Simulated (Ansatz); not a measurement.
The same path of BrH + ClH3Sn (7 atoms, charge 0, multiplicity 1) was run twice with different band settings. Lost on the way: Sn1–Cl2, Br6–H7. Made: Sn1–Br6, Cl2–H7.

Method: RKS PBE0/def2-SVP (Ansatz 0.2.0).

Relaxed end points:

```xyz
7
Properties=species:S:1:pos:R:3
Sn 0.279 0.000 -0.137
Cl 0.178 0.000 2.245
H 1.950 0.000 -0.481
H -0.505 1.430 -0.627
H -0.505 -1.430 -0.627
Br -3.505 0.000 1.642
H -2.173 0.000 2.182
```

```xyz
7
Properties=species:S:1:pos:R:3
Sn -0.445 0.000 -0.594
Cl 0.008 0.000 3.619
H 0.846 0.000 0.518
H -0.544 1.422 -1.531
H -0.544 -1.422 -1.531
Br -2.534 0.000 0.821
H -1.068 0.000 2.895
```

Common settings: spring 5.0 eV/Å²; optimiser quadratic models (default); start path through a guess of the saddle point; force threshold 0.05 eV/Å; iteration limit 60; end points relaxed.

| run | movable images | climbing image |
| --- | --- | --- |
| 1 | 5 | yes |
| 2 | 8 | no |

**Question.** What does each run give, and how far can it be trusted?

**Answer.** Run 1: converged after 8 iterations, highest image 0.825 eV above the first end. A vibrational analysis at the climbing image gives one clearly imaginary mode, 299i cm⁻¹: a first-order saddle point.
Run 2: converged after 8 iterations, highest image 0.815 eV above the first end. No image climbed, so the highest image needn't sit at the top of the path.
The orbitals stay closed-shell, which can raise the energy where a bond breaks towards radicals; this wasn't checked here.
